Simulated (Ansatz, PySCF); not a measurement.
Pair of molecules: N2 (SMILES N#N) (first 2 atoms) with HI (SMILES I); geometry from B3LYP-D3(BJ)/def2-TZVP, rigid monomers moved along the line of their centres of mass till N2···H4 is 3.65 Å.
(charge 0, multiplicity 1):
```xyz
4

N      0.10168     0.11003    -1.00507
N      0.21014     0.11947     0.08007
I      0.58249     0.16886     5.32860
H      0.49803     0.15263     3.71573
```

Monomers are frozen at their geometry in the pair; levels with a basis set take the counterpoise correction.

Correlated levels freeze the cores. Filled d and f shells under p-block atoms count as core. CBS(a, b) extrapolates the correlation energy as X⁻³ and adds the Hartree–Fock energy of set b.

Run with Ansatz (Gaussian orbitals); PySCF for the dispersion terms.  In def2 rows elements past Kr take small-core potentials, without spin–orbit coupling.

PBE/def2-TZVPPD gives -12.3 meV for the interaction energy.

### Question
Where do these levels fall relative to PBE: PBE-D3(BJ)/def2-TZVPPD, r2SCAN/def2-TZVPPD, B3LYP/def2-TZVPPD, wB97M-V/def2-TZVPPD, MP2/CBS(def2-TZVPPD, def2-QZVPPD), CCSD(T)/CBS(def2-TZVPPD, def2-QZVPPD).

### Answer
PBE-D3(BJ)/def2-TZVPPD -6.1; r2SCAN/def2-TZVPPD 3.8; B3LYP/def2-TZVPPD 7.2; wB97M-V/def2-TZVPPD -1.4; MP2/CBS(def2-TZVPPD, def2-QZVPPD) -5.3; CCSD(T)/CBS(def2-TZVPPD, def2-QZVPPD) -3.1 meV. 2 of 6 lie above PBE; the widest gap is to B3LYP/def2-TZVPPD.

Ansatz is an electronic-structure program.
